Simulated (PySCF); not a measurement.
## Zn⁺: ionisation energy

Zn⁺ [Ar] 3d10 4s1 (2S) → Zn²⁺ [Ar] 3d10 (1S), as a difference of total energies. All numbers are calculated (PySCF 2.14, scalar relativity by spin-free X2C-1e, in jorge-DZP-DKH). Correlated levels: valence: [Ar] frozen. The calculations carry no spin-orbit coupling.

```
           method  ionisation energy (eV)
              UHF                  16.805
           M06-2X                  17.948
SCS-MP2 (valence)                  17.232
   CCSD (valence)                  17.270
CCSD(T) (valence)                  17.301
```

Task: Estimate what LDA gives.

Result: 18.707 eV, closest to M06-2X among the rows shown.

Task: Estimate what MP2 (valence) gives.

Result: 17.310 eV, closest to CCSD(T) (valence) among the rows shown.

Errors of the correlated levels include the incompleteness of this basis and the frozen core.

For comparison: 17.964 eV (measured; NIST Atomic Spectra Database, ionization energies).
